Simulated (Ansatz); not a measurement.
Ansatz (a first-principles code) input (CCSD(T)/def2-SVPD):

Ansatz 0.2 input:
```yaml
crystal:
  periodic: [false, false, false]
  atoms:
    - {symbol: Sn, position_ang: [0.00713831, 0.00221012, 0.27551140]}
    - {symbol: F, position_ang: [0.80132378, 1.42193659, -0.79804079]}
    - {symbol: F, position_ang: [-0.84098107, -1.43421501, -0.73257812]}
basis:
  gaussian:
    orbitals: def2-SVPD
magnetization: {spin_polarized: true, initial_magnetization: 2}
correlation: {method: ccsd_t, electrons: outside_noble_gas}
output: {forces: true}
```

End of the output:

```
cycle   6  -12.46929094 eV  change   -2.1e-4 eV  update   4.7e-4
cycle   7  -12.46932109 eV  change   -3.0e-5 eV  update   2.4e-4
cycle   8  -12.46935958 eV  change   -3.8e-5 eV  update   9.3e-5
cycle   9  -12.46936232 eV  change   -2.7e-6 eV  update   4.5e-5
cycle  10  -12.46936638 eV  change   -4.1e-6 eV  update   1.8e-5
cycle  11  -12.46936433 eV  change    2.0e-6 eV  update   8.7e-6
cycle  12  -12.46936410 eV  change    2.3e-7 eV  update   3.6e-6
cycle  13  -12.46936463 eV  change   -5.3e-7 eV  update   1.4e-6
perturbative correction -0.32416499 eV, -0.0119128435 hartree
the calculation of the forces begins
Total energy: -11225.44328114 eV, -412.5274317033 hartree
Atom 0 at     0.007138     0.002210     0.275511 Å, force     0.012949     0.004009     0.499789 eV/Å
Atom 1 at     0.801324     1.421937    -0.798041 Å, force     0.140546     0.253680    -0.255755 eV/Å
Atom 2 at    -0.840981    -1.434215    -0.732578 Å, force    -0.153495    -0.257690    -0.244034 eV/Å
Dipole moment:     0.015726     0.004869     0.606950 e Å
```

This is an excited triplet: at this geometry the singlet lies 3.19 eV lower at RI-MP2/CBS(def2-TZVPPD,def2-QZVPPD)+[CCSD(T)-MP2]/def2-TZVPPD.
